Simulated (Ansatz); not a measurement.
Consider the isomerisation: `B[SiH2]CS[SiH3]` → `BC[SiH2]S[SiH3]`.

Gas-phase electronic energies from Ansatz, PBE0-D4/def2-TZVP geometries. CBS: MP2 limit from def2 TZ/QZ plus the TZ coupled-cluster correction, frozen cores. DFT in def2-TZVPP. B3LYP here is the variant with VWN-RPA as its local correlation; programs differ in this. One conformer a species, not always the lowest.

`B[SiH2]CS[SiH3]`:

Z-matrix (Å, degrees):
```
Si
C 1 1.887
B 1 2.011 2 114.7
H 1 1.490 2 108.3 3 -123.7
H 1 1.493 2 108.9 3 119.5
S 2 1.828 1 112.9 3 -179.9
H 2 1.093 1 111.9 3 -55.1
H 2 1.093 1 109.7 3 62.8
H 3 1.197 1 119.5 2 -172.7
H 3 1.197 1 123.4 2 8.7
Si 6 2.125 2 100.8 1 85.0
H 11 1.488 6 110.0 2 54.9
H 11 1.483 6 105.4 2 174.1
H 11 1.486 6 113.1 2 -65.9
```

`BC[SiH2]S[SiH3]`:

Cartesian coordinates in Å:
```
B -1.535 -0.792 0.431
C -0.299 -1.635 0.018
Si 0.460 -0.524 -1.289
S -0.307 1.473 -1.021
Si 0.790 1.970 0.749
H -1.530 -0.138 1.433
H -2.530 -0.810 -0.236
H -0.544 -2.571 -0.490
H 0.429 -1.810 0.812
H 1.945 -0.511 -1.233
H 0.004 -0.909 -2.646
H -0.092 2.774 1.627
H 1.209 0.726 1.445
H 1.999 2.756 0.399
```

Is it downhill or uphill in electronic energy at CCSD(T)/CBS, and by how much? (Best estimate.)

Ansatz gave: Downhill: ΔE = -1.78 eV.

What do these levels give: PBE-D4, PBE, r2SCAN, B3LYP, HF/def2-TZVPP, HF/def2-QZVPP? (Estimate.)

Ansatz gave: PBE-D4 -1.76, PBE -1.71, r2SCAN -1.83, B3LYP -1.66, HF/def2-TZVPP -1.64, HF/def2-QZVPP -1.64 eV.

Largest T1 diagnostic among the species: 0.012.

From PBE to PBE0 (25 % exact exchange), in def2-TZVPP and without D4, ΔE moves by −0.05 eV. The D4 term adds −0.08 eV with B3LYP and −0.04 eV with PBE0; it sums over pairs of atoms, weighted by their polarisabilities, and B3LYP, whose exchange is more repulsive, gets the larger term. In def2-TZVPP, CCSD(T) changes the Hartree–Fock value by −0.12 eV (the triples alone add −0.03 eV) and MP2 by −0.26 eV.
